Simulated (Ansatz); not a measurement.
Calculated with Ansatz (gas phase, PBE0-D4/def2-TZVP geometries, no zero-point term in ΔE). CCSD(T)/CBS adds triple-zeta CCSD(T) − MP2 to the extrapolated MP2 energy (def2 sets, frozen cores). This one scheme is used for every species. DFT in def2-TZVPP. B3LYP here is the variant with VWN-RPA as its local correlation; programs differ in this. Each species was taken in one conformer, which may not be the lowest.

Reaction (redistribution): `COBO` + `FC([SiH3])[SiH2]S` → `OBC(F)[SiH3]` + `CO[SiH2]S`

CCSD(T)/CBS gives +28.4 kJ/mol.

Task: Another level gave +30.1 kJ/mol. Which?
A. HF/def2-TZVPP
B. SCS-MP2/def2-TZVPP
C. B3LYP-D4/def2-TZVPP
D. PBE/def2-TZVPP

Result: C. B3LYP-D4 30.1, PBE 34.6, HF/def2-TZVPP 19.5, SCS-MP2/def2-TZVPP 26.0 kJ/mol.

Largest T1 diagnostic among the species: 0.013.

In def2-TZVPP, CCSD(T) changes the Hartree–Fock value by +9.6 kJ/mol (the triples alone add +2.1 kJ/mol) and MP2 by +8.3 kJ/mol. From PBE to PBE0 (25 % exact exchange), in def2-TZVPP and without D4, ΔE moves by −3.2 kJ/mol.
